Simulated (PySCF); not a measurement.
Run record: geometry optimisation, Cd(NH2)2, `[NH2][Cd][NH2]`.

Method: PBE0-D3(BJ)/def2-SVP geometry optimisation, gas phase, def2 core potentials past Kr (PySCF 2.14.0). Start geometry: GFN1-xTB. The input is one job of a driver script: a line of settings, then coordinates in Å.

Input:
```
{"job": {"xc": "PBE0", "basis": "def2-SVP", "d3": "d3bj", "grid": 1, "maxiter": 30, "shake": 0.03, "kind": "geom"}, "charge": 0, "multiplicity": 1}
Cd    -0.384690     0.438410     0.012640
N      0.377650     0.005110     1.901770
H      0.016850     0.699130     2.557830
H     -0.008730    -0.826630     2.128030
N     -0.036520    -0.415450    -1.928220
H      0.822690     0.080450    -2.178960
H     -0.695380    -0.083030    -2.561640
```

Output:
```
step   0  E = -279.37126978  max force = 0.088349
step   1  E = -279.38940022  max force = 0.016787
step   2  E = -279.39670497  max force = 0.013128
step   3  E = -279.40047840  max force = 0.017147
step   4  E = -279.40133890  max force = 0.009220
step   5  E = -279.40159688  max force = 0.001217
step   6  E = -279.40161113  max force = 0.000839
step   7  E = -279.40161629  max force = 0.000268
optimisation converged
```

Energies in Eh; «max force» is the largest Cartesian gradient component in Eh/bohr.

Question: How much energy does the optimisation release, in eV?

Answer: E(step 0) − E(last step) = 0.030347 Eh, which is 0.826 eV.

Question: Give the first gradient maximum in eV/Å.

Answer: With 1 Eh/bohr = 51.422 eV/Å, 4.543 eV/Å.

In short: final energy -279.40162 Eh after 7 steps; dipole 1.54 D.

Question: Estimate the wall time. Hardware: Arm Neoverse V1, one thread, shared host with 32 logical CPUs at a one-minute load of 29. And the peak memory of the process?

Answer: About 20 s, with 0.31 GiB resident at the peak, the Python interpreter and its libraries included.
Labels such as C1 count atoms from 1, the log's own numbers from 0.
